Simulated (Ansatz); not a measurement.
Geometry optimisation, Ansatz, RKS BLYP-D4/def2-SVP.

Input:

```yaml
crystal:
  periodic: [false, false, false]
  atoms:
    - { symbol: W, position_ang: [0.363497, 0.25249, -0.358845] }
    - { symbol: F, position_ang: [0.500337, -0.403578, 2.615006] }
    - { symbol: F, position_ang: [1.996479, -0.623018, 0.063772] }
    - { symbol: O, position_ang: [-0.510664, 1.799283, -1.074798] }
    - { symbol: H, position_ang: [-0.885776, 2.543409, -0.564316] }
    - { symbol: H, position_ang: [-0.891882, 0.56022, 0.760057] }
    - { symbol: F, position_ang: [-0.445575, -1.436046, -0.116025] }
    - { symbol: F, position_ang: [0.454526, -0.125063, -2.210172] }
    - { symbol: S, position_ang: [1.474343, 2.020269, 0.875176] }
    - { symbol: H, position_ang: [2.467573, 1.261349, 1.425711] }
    - { symbol: H, position_ang: [0.432442, 0.522186, 2.725934] }
basis:
  gaussian: { orbitals: def2-SVP }
hamiltonian:
  xc: blyp
  dispersion: d4
relax:
  f_tol: 0.03
  max_steps: 50
```

Command:

```bash
$ ansatz run input.yaml --threads 4 --pin off --max-ram 5120MiB --backend cpu --events-out ev --progress --plain --runs-dir out
```

Problem. Where does it end, and by what steps?

Solution. It converged. After 35 steps the energy has fallen by 0.917 eV; F2 moved furthest, 1.30 Å. Parted: F2–H11 (0.93 → 2.58 Å). Joined: W1–F2 (3.05 → 1.90 Å), S9–H11 (2.60 → 1.36 Å).

```csv
step,energy less start (eV),largest force component (eV/Å),accepted
0,0.0000,0.450,yes
2,-0.0131,0.384,yes
4,-0.0214,0.227,yes
6,-0.0316,0.094,yes
8,-0.0373,0.095,yes
10,-0.0578,0.479,yes
12,-0.1007,0.329,yes
14,-0.1597,0.668,yes
16,-0.1509,0.605,no
18,-0.1991,0.201,yes
20,-0.2032,0.103,yes
22,-0.2546,0.964,yes
24,-0.3645,4.465,no
26,-0.7096,0.534,yes
28,-0.8701,0.531,yes
30,-0.8988,0.148,yes
32,-0.9147,0.088,yes
34,-0.9168,0.045,yes
35,-0.9170,0.022,yes
```

```xyz
11
Properties=species:S:1:pos:R:3
W 0.152 -0.147 -0.223
F 0.523 -0.972 1.443
F 2.046 0.037 -0.240
O -0.103 1.513 -1.109
H -0.388 2.301 -0.604
H -0.968 0.686 0.770
F -1.329 -1.324 -0.205
F 0.234 -0.848 -1.985
S 1.218 2.193 1.963
H 2.449 1.802 1.523
H 1.123 1.129 2.809
```

Whether the end is a true minimum wasn't checked by a vibrational analysis.

Time of the run: 99 s on 4 threads of Arm Neoverse V1, with other jobs on the host, peak memory 0.21 GiB.
